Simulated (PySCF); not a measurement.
trisilylphosphine (H₉PSi₃), SMILES [SiH3]P([SiH3])[SiH3]. Coordinates come from a PBE0-D3(BJ)/def2-SVP optimisation.

Computed equilibrium geometry at PBE0-D3(BJ)/def2-SVP (PySCF confirms it by a frequency run) as Cartesian coordinates in Å, and its point group:
point group C3.
```xyz
13

Si    -0.9201     1.7296     0.2245
P      0.0000     0.0000    -0.9013
Si     1.9580    -0.0679     0.2245
Si    -1.0378    -1.6617     0.2245
H     -0.2063     2.9781    -0.1779
H     -0.8312     1.5742     1.7105
H     -2.3573     1.8280    -0.1694
H      2.7618     1.1275    -0.1694
H      2.6822    -1.3104    -0.1779
H      1.7789    -0.0673     1.7105
H     -0.4045    -2.9555    -0.1694
H     -2.4760    -1.6677    -0.1779
H     -0.9477    -1.5069     1.7105
```
